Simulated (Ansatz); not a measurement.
`F[Si]([SiH3])Cl`, charge 0, multiplicity 2.

Q: Give a relaxed structure at PBE0-D4/def2-TZVP (Ansatz). (An estimate is asked.)

A: The calculation gave: 
Z-matrix (Å, degrees):
```
Si
Si 1 2.359
H 1 1.487 2 111.3
H 1 1.484 2 106.7 3 120.4
H 1 1.485 2 108.3 3 -121.3
Cl 2 2.058 1 109.1 3 -58.0
F 2 1.603 1 109.6 3 58.7
```
